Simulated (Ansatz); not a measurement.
System: C₂H₆BO (charge 0, doublet). It need not be the lowest isomer of its formula. 
Structure (B3LYP-D3(BJ)/def2-TZVP (Ansatz, an electronic-structure program) minimum search):
SMILES: C[B]OC
```xyz
10

C      1.9177    -0.3018    -0.5644
B      0.6518     0.1803     0.2116
O     -0.5976    -0.1244    -0.1357
C     -1.7587     0.3149     0.5719
H      2.5742    -0.8746     0.0960
H      1.6617    -0.9218    -1.4306
H      2.5042     0.5550    -0.9064
H     -1.4813     0.9296     1.4292
H     -2.3099    -0.5635     0.9068
H     -2.3811     0.8906    -0.1128
```
Charge 0, spin multiplicity 2.

Basis-set convergence of Hartree-Fock and MP2 correlation energies (hartree) with Ansatz. Valence correlation only, unless marked. UHF or UKS for open shells. Spin-orbit coupling is left out. Non-relativistic.

```
basis    functions       E(HF)  E(corr, MP2)
-------  ---------  ----------  ------------
cc-pVDZ         86  -178.77198      -0.53363
cc-pVTZ        204  -178.82912      -0.66423
cc-pVQZ        400  -178.84187      -0.71002
```

Extrapolating the two largest sets (X = 3 and 4) as X^-3: E(corr) = (64·(-0.71002) - 27·(-0.66423))/37 = -0.7434 Eh, an estimate of the basis-set limit. The largest set recovers 95.5 % of it, the smallest 71.8 %.
